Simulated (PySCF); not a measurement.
Computed shifts of a molecule C2H7BFNO, KT2/pcSseg-1 in PySCF, GIAO, gas phase, equivalent atoms averaged, in ppm (number of nuclei): ¹³C: 65.5 (1), 63.9 (1). ¹⁵N: 80.3 (1). ¹⁹F: -154.7 (1). ¹H: 3.95 (1), 3.82 (1), 3.56 (3), 3.25 (1), 2.94 (1). References: ¹³C against TMS (σ = 185.1 ppm); ¹⁷O against H2O (σ = 330.4 ppm); ¹¹B against BF3 (σ = 89.8 ppm); ¹⁵N against NH3 (σ = 266.2 ppm); ¹⁹F against CFCl3 (σ = 127.1 ppm); ¹H against TMS (σ = 31.47 ppm), references at their B3LYP-D3(BJ)/def2-TZVP geometries, non-relativistic. Coordinates come from a r2SCAN-D4/def2-SVP optimisation. Other conformers were not sampled.

### Question
Which molecule gave these data?
(A) CCNB(O)F
(B) CCOB(N)F
(C) CN(C)B(O)F
(D) COCB(N)F

### Answer
D, COCB(N)F
